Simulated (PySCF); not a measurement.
# Se(OH)₂, singlet: molecular constants

All numbers come from PBE0/[Se def2-TZVP, O def2-TZVP, H def2-TZVP], no relativity, density fitting, PySCF.

The structure is a minimum.

```json
{"Point group": "C2", "Bond lengths": "O–H 0.963 Å (×2), Se–O 1.782 Å (×2)", "Bond angles": "H–O–Se 107.7° (×2), O–Se–O 100.8°", "Entropy at 298.15 K and 1 bar": "277.6 J/(mol K)", "Dipole moment": "0.05 D", "Zero-point energy": "74.7 kJ/mol", "Atomisation energy without zero-point energy": "1459 kJ/mol", "Principal quadrupole moments (Buckingham, traceless) about the centre of mass": "-8.56, 0.56, 7.99 D Å", "Principal polarisabilities": "26.4, 32.1, 38.8 bohr³", "Heat capacity Cp at 298.15 K": "60.8 J/(mol K)", "Rotational constants": "0.5053, 0.2528, 0.1739 cm⁻¹", "Lowest empty level": "-0.77 eV", "Rotational symmetry number": "2", "Enthalpy at 298.15 K above 0 K": "13.13 kJ/mol", "Highest occupied level": "-6.55 eV"}
```

Harmonic modes (masses in u: Se 79.917, O 15.995, H 1.008):
| symmetry | ω (cm⁻¹) | IR (km/mol) |
| --- | --- | --- |
| a | 272 | 0.1 |
| a | 471 | 129 |
| b | 478 | 107 |
| b | 674 | 128 |
| a | 707 | 42.4 |
| b | 1111 | 59.9 |
| a | 1114 | 27.8 |
| b | 3830 | 143 |
| a | 3833 | 29.6 |

In C2 the vibrations span 5a + 4b.

Charges (e):
| atom | Mulliken | Löwdin | polar tensor | Mayer order to Se1 |
| --- | --- | --- | --- | --- |
| Se1 | 0.29 | 0.29 | 0.73 | – |
| O2,3 | -0.48 | -0.29 | -0.63 | 1.05 |
| H4,5 | 0.33 | 0.15 | 0.26 | 0.01 |
Other Mayer orders above 0.3: O–H 0.88 (×2).

Mulliken populations on Se1: s 7.91, p 15.51, d 10.24, f 0.05.

Outer orbital energies (eV). occupied: -19.14, -14.99, -13.11, -11.90, -11.46, -9.44, -9.42, -6.55; empty: -0.77, -0.42, 1.68, 2.04.

Only a few start shapes were tried, so a lower isomer may exist.

The final relaxation and frequency run took of the order of 120 core-seconds on a shared host.
